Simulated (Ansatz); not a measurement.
Match the barriers

Saddle point of CH$_{8}$OSn, singlet (SnH₄O ([OH][SnH3]) + CH₄ → CH₆Sn ([CH3][SnH3]) + H₂O; bonds formed: Sn1–C7, O2–H6; bonds broken: Sn1–O2, H6–C7), PBE0-D4/def2-TZVP structure:

```json
{"atom": "Sn1", "x (Å)": "-0.5306", "y (Å)": "1.1357", "z (Å)": "0.1331"}
{"atom": "O2", "x (Å)": "-0.1364", "y (Å)": "-0.4747", "z (Å)": "1.5753"}
{"atom": "H3", "x (Å)": "-1.5729", "y (Å)": "1.0650", "z (Å)": "-1.2235"}
{"atom": "H4", "x (Å)": "-1.4354", "y (Å)": "1.9060", "z (Å)": "1.3779"}
{"atom": "H5", "x (Å)": "0.9162", "y (Å)": "2.0070", "z (Å)": "-0.1089"}
{"atom": "H6", "x (Å)": "0.2666", "y (Å)": "-0.8326", "z (Å)": "0.5440"}
{"atom": "C7", "x (Å)": "0.4104", "y (Å)": "-0.9601", "z (Å)": "-0.9040"}
{"atom": "H8", "x (Å)": "0.5035", "y (Å)": "-0.3427", "z (Å)": "2.2842"}
{"atom": "H9", "x (Å)": "1.1325", "y (Å)": "-1.7535", "z (Å)": "-0.6687"}
{"atom": "H10", "x (Å)": "0.9042", "y (Å)": "-0.3219", "z (Å)": "-1.6402"}
{"atom": "H11", "x (Å)": "-0.4583", "y (Å)": "-1.4283", "z (Å)": "-1.3691"}
```

Ansatz 0.2.0; basis: def2-TZVPP, with def2-QZVPP for the basis limit; cores frozen in the correlated methods. Filled d shells of the heavier atoms are correlated. Core potentials replace the inner electrons of the atoms past krypton. The def2 sets are not built for correlating such inner shells, so the correlated values are less sure here. Extrapolation: Hartree–Fock as exp(−7.88 √X), correlation as X^−2.97. Four methods, as single points on the PBE0-D4 structures, gave these electronic barriers from the start structure: 1.863, 2.009, 2.233, 2.932 eV.

**Question.** The methods were, in alphabetical order, CCSD(T), HF, PBE-D4, r2SCAN-D4. Which gave which? (A judgement: the text doesn't fix the answer.)

**Answer.** Computed: PBE-D4 1.863; r2SCAN-D4 2.009; CCSD(T) 2.233; HF 2.932 eV. For comparison, CCSD(T) at an estimated basis limit (MP2 extrapolated from triple and quadruple zeta, plus CCSD(T) − MP2 in triple zeta) gives 2.190 eV.

No T1 diagnostic of these runs exceeds 0.014.

Labels in which every atom is bracketed show which atoms are joined, not bond orders.

For scale, one of the runs: CCSD(T)/def2-TZVPP, 224 basis functions, launched by `ansatz run in.yaml --threads 4 --pin off --events-out ev --progress --plain --max-ram 9574MiB`. Hardware: 4 CPU threads of an Intel Xeon, shared host. Wall time 2.4 min; peak host memory 4.1 GiB.
